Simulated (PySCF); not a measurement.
Compound: BH4O2P.
Numbering: `[OH:1][B:2]([OH:3])[PH2:4]` (hydrogens: H5 on O1; H6 on O3; H7, H8 on P4)

Geometry (PBE0-D3(BJ)/def2-SVP, Å), atoms numbered from 1 in this order:
```
atom  x, y, z in Å
O1    -1.2405   -1.1633    0.0122
B2    -0.4880   -0.0451    0.1465
O3    -1.0449    1.1564   -0.1777
P4     1.2867   -0.2497    0.9168
H5    -2.1297   -0.9540   -0.3003
H6    -0.4563    1.9071   -0.0649
H7     1.6505   -1.3820    0.1340
H8     1.9371    0.6969    0.0672
```

All values: PBE0/pcSseg-1 and wB97X-D/def2-SVPD (PySCF, non-relativistic), on one gas-phase PBE0-D3(BJ)/def2-SVP geometry that isn't relaxed in the solvent. The solvent is an IEF-PCM continuum (van der Waals radii × 1.2). Only the electrostatic response of the medium enters.

Gas phase at PBE0/pcSseg-1: HOMO -7.39 eV, LUMO 0.39 eV, dipole 1.99 D.

Problem. What does the continuum do to the energy, the frontier levels and the dipole at PBE0/pcSseg-1 in cyclohexane and dichloromethane?

Solution. 
| solvent | ε | E(solvent) − E(gas) (kcal/mol) | polarisation term (kcal/mol) | distortion of the solute (kcal/mol) | HOMO (eV) | LUMO (eV) | dipole (D) |
| --- | --- | --- | --- | --- | --- | --- | --- |
| cyclohexane | 2.017 | -2.95 | -3.06 | 0.11 | -7.39 | 0.51 | 2.20 |
| dichloromethane | 8.93 | -6.49 | -7.11 | 0.62 | -7.41 | 0.61 | 2.49 |

The polarisation term is half the interaction of the solute with the surface charges that it induces; the rest is the cost of distorting the solute's density. The sum is the electrostatic part of solvation alone. From cyclohexane to dichloromethane the lowering changes by a factor 2.20, Onsager's factor (ε − 1)/(2ε + 1) by 2.08 and ε itself by 4.4.

Problem. Which radius a makes the point-dipole formula ΔE = −[(ε − 1)/(2ε + 1)]·μ²/a³ give the value in dichloromethane, with the gas-phase dipole?

Solution. μ = 0.782 au and |ΔE| = 0.01034 Eh give a = 1.54 Å; the farthest nucleus lies 2.31 Å from the centroid of the nuclei, so such a sphere wouldn't even hold the nuclei. The formula assumes a rigid point dipole at the centre of a sphere.

Problem. Give the dipole vector in the frame of the coordinates (D, pointing from negative to positive charge), gas and dichloromethane.

Solution. Gas (-0.48, 1.50, -1.22), solvent (-0.51, 1.88, -1.55). Its length changes by +25 % and its direction by 2°.

Problem. Which Mulliken charges (PBE0/pcSseg-1) respond most in cyclohexane (means over atoms taken as equivalent)?

Solution. 
```csv
atoms,environment,gas (e),solvent (e),change
P4,three-coordinate phosphorus,-0.187,-0.211,-0.024
H5/H6,hydroxyl hydrogen,+0.253,+0.264,+0.011
O1/O3,boron-bound oxygen,-0.401,-0.411,-0.010
H7/H8,P–H hydrogen,+0.046,+0.055,+0.009
B2,three-coordinate boron,+0.392,+0.396,+0.004
```

Problem. How do the nuclear quadrupole coupling constants eQVzz/h respond in cyclohexane?

Solution. 
| nucleus | Q (barn) | gas (MHz) | solvent (MHz) | η gas | η solvent |
| --- | --- | --- | --- | --- | --- |
| 17O at O1 | -0.0256 | -8.36 | -8.19 | 0.19 | 0.19 |
| 11B at B2 | 0.04059 | 3.05 | 3.05 | 0.13 | 0.11 |
| 17O at O3 | -0.0256 | -8.29 | -8.06 | 0.28 | 0.28 |

Gas phase at wB97X-D/def2-SVPD: HOMO -9.28 eV, LUMO 1.30 eV, dipole 1.75 D.

Problem. What does the continuum do to the energy, the frontier levels and the dipole at wB97X-D/def2-SVPD in cyclohexane and dichloromethane?

Solution. 
```tsv
solvent	ε	E(solvent) − E(gas) (kcal/mol)	polarisation term (kcal/mol)	distortion of the solute (kcal/mol)	HOMO (eV)	LUMO (eV)	dipole (D)
cyclohexane	2.017	-2.72	-2.85	0.13	-9.26	1.41	1.97
dichloromethane	8.93	-6.04	-6.77	0.73	-9.28	1.50	2.30
```

Problem. How does the static polarisability (wB97X-D/def2-SVPD, frozen core, with the continuum's full static response) change?

Solution. 
```json
{"medium": "gas", "isotropic (au)": "50.1", "principal values (au)": "42.0, 49.9, 58.4", "⟨r²⟩ of the electrons (bohr²)": "413.3"}
{"medium": "cyclohexane", "isotropic (au)": "56.4", "principal values (au)": "47.6, 56.2, 65.3", "⟨r²⟩ of the electrons (bohr²)": "413.3"}
{"medium": "dichloromethane", "isotropic (au)": "65.3", "principal values (au)": "56.5, 65.5, 74.0", "⟨r²⟩ of the electrons (bohr²)": "413.4"}
```

The isotropic value in dichloromethane is 1.30 times the gas-phase one; no cavity-field correction is applied. ⟨r²⟩ is taken about the centre of nuclear charge.

Note: wB97X-D ran without an empirical dispersion term, which enters the total energy and its gradient alone.
